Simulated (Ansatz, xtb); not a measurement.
## Two isomers of C3H10SSi

We compare I, `CC[C@@H]([SiH3])S`, a singlet, with II, `C[C@@H](S)C[SiH3]`, a singlet. Both are isolated molecules in the gas phase, relaxed with PBE-D3(BJ)/def2-SVP; each stands in its lowest conformer found.

I (Å):

```xyz
15

C    -0.1961    1.7734    0.8749
C    -0.2783    0.3465    0.3331
C    -0.1243    0.2358   -1.1924
S    -1.3994    1.1738   -2.1533
Si   -0.0846   -1.5494   -1.8614
H     0.7948    2.2257    0.6610
H    -0.9667    2.4147    0.4015
H    -0.3494    1.7975    1.9722
H    -1.2457   -0.1175    0.6293
H     0.5122   -0.2820    0.8019
H     0.8246    0.7251   -1.5080
H    -1.4475   -2.1623   -1.6686
H     0.2657   -1.5538   -3.3213
H     0.9220   -2.3858   -1.1081
H    -2.4531    0.3788   -1.8064
```

II (Å):

```yaml
atoms:
  - { symbol: C, position_ang: [0.2121, 0.9171, 1.3067] }
  - { symbol: C, position_ang: [0.0035, 0.8389, -0.2055] }
  - { symbol: C, position_ang: [-1.0605, -0.1867, -0.6187] }
  - { symbol: S, position_ang: [1.5977, 0.5754, -1.1114] }
  - { symbol: Si, position_ang: [-1.2857, -0.4033, -2.5009] }
  - { symbol: H, position_ang: [-0.7426, 1.1631, 1.8183] }
  - { symbol: H, position_ang: [0.5651, -0.0570, 1.7052] }
  - { symbol: H, position_ang: [0.9620, 1.6872, 1.5723] }
  - { symbol: H, position_ang: [-0.3000, 1.8397, -0.5844] }
  - { symbol: H, position_ang: [1.8054, -0.6930, -0.6520] }
  - { symbol: H, position_ang: [-2.0405, 0.1006, -0.1761] }
  - { symbol: H, position_ang: [-0.8135, -1.1809, -0.1821] }
  - { symbol: H, position_ang: [-2.6627, -0.9688, -2.7490] }
  - { symbol: H, position_ang: [-0.2887, -1.3525, -3.1007] }
  - { symbol: H, position_ang: [-1.1949, 0.9305, -3.1923] }
```

Quicker runs give these differences E(II) − E(I): GFN2-xTB −1.63 kcal/mol; HF/STO-3G −1.94 kcal/mol (at GFN2-xTB geometries); r2SCAN-D4/def2-SVP −1.37 kcal/mol (at GFN2-xTB geometries).

Question: Estimate E(II) − E(I) at the level CCSD(T)/def2-SVP + ΔMP2/def2-TZVPP.

Answer: Calculated at CCSD(T)/def2-SVP + ΔMP2/def2-TZVPP: E(II) − E(I) = −1.14 kcal/mol, so structure II lies lower.

The same difference at several levels:

| level | geometry | E(II) − E(I) (kcal/mol) | departure from the last row (kcal/mol) | job, with rough time for the two |
| --- | --- | --- | --- | --- |
| GFN2-xTB | GFN2-xTB | −1.63 | −0.49 | optimisation, 2.1 s |
| HF/STO-3G | GFN2-xTB | −1.94 | −0.80 | single point, 2.9 s |
| r2SCAN-D4/def2-SVP | GFN2-xTB | −1.37 | −0.24 | single point, 15 s |
| PBE-D3(BJ)/def2-SVP | PBE-D3(BJ)/def2-SVP | −1.16 | −0.02 | optimisation, 1.9 min |
| HF/def2-SVP | PBE-D3(BJ)/def2-SVP | −1.19 | −0.05 | part of the CCSD(T) run |
| MP2/def2-SVP | PBE-D3(BJ)/def2-SVP | −1.55 | −0.41 | part of the CCSD(T) run |
| CCSD(T)/def2-SVP | PBE-D3(BJ)/def2-SVP | −1.45 | −0.32 | single point |
| CCSD(T)/def2-SVP + ΔMP2/def2-TZVPP | PBE-D3(BJ)/def2-SVP | −1.14 |  | single point, 2.6 min |

As drawn, both hold the same kinds of bond in the same numbers.

The levels shown agree on the order. The largest departure from CCSD(T)/def2-SVP + ΔMP2/def2-TZVPP is that of HF/STO-3G, 0.80 kcal/mol. The last row adds to CCSD(T) the change of the MP2 difference between the two basis sets, here +0.32 kcal/mol.

With thermal terms from frequencies at re-optimised GFN2-xTB minima (ideal gas, soft modes damped towards free rotors, one conformer each, 298.15 K, 1 atm): on the last row, ΔE + ΔZPE = −1.23, ΔH = −1.32, ΔG = −1.11 kcal/mol.

The correlated steps freeze 13 core orbitals. Programs: Ansatz 0.2.0, xtb 6.7.1; the last row on 2 threads of Intel(R) Xeon(R) Processor @ 2.50GHz (Skylake/Cascade Lake) on a shared host.
